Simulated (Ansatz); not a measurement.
Born–Oppenheimer molecular dynamics of CHFNSi (5 atoms, charge -1, multiplicity 1). It starts from a relaxed structure.

Method: Ansatz, RHF/6-31G*.

* ensemble: NVE (velocity Verlet)
* time step: 0.5 fs
* steps asked: 250
* starting velocities drawn for: 1000 K
* seed: 611459

Frames 2.5 fs apart, positions in Å.

Velocities at 55.0 fs (Å/ps):

```
N 5.17 -0.37 1.28
Si -2.54 -2.62 -5.78
C 2.13 5.40 11.39
F 0.07 -0.56 -1.10
H -27.82 24.47 28.43
```

```xyz
5
Properties=species:S:1:pos:R:3 time_fs=55.0 energy_less_start_eV=0.082 T=789
N -1.099 0.694 -0.315
Si 0.142 -0.210 -0.826
C 1.478 -0.274 0.566
F 1.246 -1.140 1.576
H -1.773 0.808 -1.058
5
Properties=species:S:1:pos:R:3 time_fs=57.5 energy_less_start_eV=0.074 T=809
N -1.088 0.695 -0.312
Si 0.137 -0.218 -0.841
C 1.484 -0.259 0.596
F 1.245 -1.141 1.572
H -1.835 0.868 -0.982
5
Properties=species:S:1:pos:R:3 time_fs=60.0 energy_less_start_eV=0.092 T=763
N -1.081 0.699 -0.307
Si 0.132 -0.227 -0.857
C 1.490 -0.243 0.625
F 1.245 -1.143 1.569
H -1.867 0.917 -0.893
5
Properties=species:S:1:pos:R:3 time_fs=62.5 energy_less_start_eV=0.134 T=656
N -1.075 0.704 -0.299
Si 0.129 -0.237 -0.872
C 1.496 -0.223 0.651
F 1.243 -1.147 1.565
H -1.885 0.954 -0.817
5
Properties=species:S:1:pos:R:3 time_fs=65.0 energy_less_start_eV=0.171 T=558
N -1.068 0.711 -0.288
Si 0.126 -0.248 -0.886
C 1.500 -0.200 0.672
F 1.241 -1.152 1.563
H -1.907 0.982 -0.772
5
Properties=species:S:1:pos:R:3 time_fs=67.5 energy_less_start_eV=0.200 T=485
N -1.059 0.717 -0.276
Si 0.122 -0.258 -0.899
C 1.501 -0.174 0.688
F 1.238 -1.158 1.561
H -1.909 0.989 -0.747
5
Properties=species:S:1:pos:R:3 time_fs=70.0 energy_less_start_eV=0.213 T=451
N -1.047 0.722 -0.263
Si 0.119 -0.267 -0.909
C 1.498 -0.148 0.699
F 1.235 -1.165 1.559
H -1.886 0.973 -0.740
5
Properties=species:S:1:pos:R:3 time_fs=72.5 energy_less_start_eV=0.213 T=452
N -1.031 0.726 -0.249
Si 0.116 -0.274 -0.916
C 1.491 -0.124 0.707
F 1.232 -1.171 1.556
H -1.865 0.943 -0.761
5
Properties=species:S:1:pos:R:3 time_fs=75.0 energy_less_start_eV=0.210 T=460
N -1.012 0.727 -0.235
Si 0.112 -0.280 -0.920
C 1.479 -0.104 0.711
F 1.230 -1.174 1.551
H -1.842 0.900 -0.801
5
Properties=species:S:1:pos:R:3 time_fs=77.5 energy_less_start_eV=0.204 T=475
N -0.992 0.728 -0.224
Si 0.109 -0.284 -0.920
C 1.462 -0.089 0.714
F 1.228 -1.175 1.543
H -1.795 0.845 -0.833
5
Properties=species:S:1:pos:R:3 time_fs=80.0 energy_less_start_eV=0.208 T=464
N -0.973 0.728 -0.215
Si 0.108 -0.287 -0.917
C 1.440 -0.080 0.714
F 1.226 -1.173 1.533
H -1.743 0.789 -0.856
5
Properties=species:S:1:pos:R:3 time_fs=82.5 energy_less_start_eV=0.209 T=462
N -0.955 0.728 -0.208
Si 0.110 -0.290 -0.911
C 1.414 -0.077 0.712
F 1.226 -1.168 1.521
H -1.717 0.747 -0.877
```

Of the whole run (125 fs, mean temperature of the second half 468 K): The conserved energy stayed within 0.086 meV per atom of its start (net change 0.057 meV per atom), so the integration is sound. The temperature averaged 0.47 of the 1000 K drawn at the start: a run that starts near a minimum puts about half its kinetic energy into the potential. A run of 0.12 ps of so small a system gives no equilibrium averages. Limits of this set-up: an anion without diffuse functions, the dipole of an ion depends on the origin.

The run took 2.3 min on 1 thread of Arm Neoverse V2, with other jobs on the host, peak memory 0.1 GiB.
